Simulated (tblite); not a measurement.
n-butyl acetate (C6H12O2), singlet, at a GFN2-xTB geometry; GFN1-xTB in tblite.

tblite was given this input:
```
$ tblite run mol.xyz --method gfn1 --charge 0 --spin 0 --guess eeq --json tblite.json --no-restart

# file mol.xyz
20

C     -3.89440677     0.59454652    -0.33914431
C     -2.68001968    -0.31588928    -0.20491072
C     -1.38482384     0.48734588    -0.11951388
C     -0.17218977    -0.42092200     0.01524335
O      1.00033746     0.39177182     0.08275542
C      2.16802990    -0.25184192     0.17766581
C      3.31561892     0.72248799     0.23727749
O      2.26799694    -1.44948390     0.20894184
H     -3.81830555     1.20228703    -1.23782775
H     -4.80696323     0.00670346    -0.39843415
H     -3.96943663     1.25962206     0.51805895
H     -2.78316202    -0.93130463     0.69123698
H     -2.63196905    -0.98823606    -1.06403610
H     -1.41976689     1.15834622     0.74057834
H     -1.26798427     1.09989802    -1.01525903
H     -0.23298041    -1.03303909     0.92249391
H     -0.08587689    -1.09870449    -0.84185072
H      3.18703026     1.38072010     1.09268432
H      3.31828247     1.33210993    -0.66271262
H      4.25120428     0.17893113     0.32178314
```

It wrote (shortened):

```
xTB calculator
 | screened Coulomb repulsion
 | Coulomb electrostatics
 |  * isotropic Klopman-Ohno-Mataga-Nishimoto electrostatics
 |  * onsite third-order electrostatics
 | DFT-D3(BJ) dispersion correction

halogen bonding energy    0.0000000000000E+00 Eh
repulsion energy          3.1556831640025E-01 Eh
dispersion energy        -6.8382982379173E-03 Eh
number of electrons       4.8000000000000E+01 e
integral cutoff           1.9731147476801E+01 bohr

------------------------------------------------------------
  cycle        total energy    energy error   density error
------------------------------------------------------------
      1     -28.44057501691  -2.8749305E+01   5.5996314E-01
      2     -28.58368508331  -1.4311007E-01   3.3333459E-01
      3     -28.58044618806   3.2388953E-03   1.1461309E-01
      4     -28.59116659702  -1.0720409E-02   1.2833489E-02
      5     -28.59157455302  -4.0795601E-04   3.0383216E-03
      6     -28.59159870010  -2.4147077E-05   3.1295551E-04
      7     -28.59159920776  -5.0766501E-07   9.1341685E-05
      8     -28.59159922916  -2.1391571E-08   3.2284535E-05
      9     -28.59159923071  -1.5540245E-09   7.1522760E-06
------------------------------------------------------------

electronic energy        -2.8900329248872E+01 Eh
total energy             -2.8591599230710E+01 Eh

Post processing:
 | Mayer-Wiberg bond orders

[Info] JSON dump of results written to 'tblite.json'
```
